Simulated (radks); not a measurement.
Values are calculated unless marked as measured or tabulated.
Mean orbital radii <r> (bohr) of the beryllium ion Be2+, [He], at several levels of relativity; Dirac values are averaged over j with weights 2j + 1. Spin-unpolarised spherical Kohn-Sham, PBEsol, point nucleus unless stated (finite: rms radius 2.519 fm), a radial shooting solver on a logarithmic mesh with Libxc functionals. A level marked "c x" has the speed of light scaled by that factor.

| shell | non-rel. | scalar-rel., finite nucleus | Dirac, finite nucleus | Dirac, c x 1.5 | change of magnitude, last against first (%) |
|---|---|---|---|---|---|
| 1s | 0.4187 | 0.4186 | 0.4186 | 0.4187 | -0.01 |
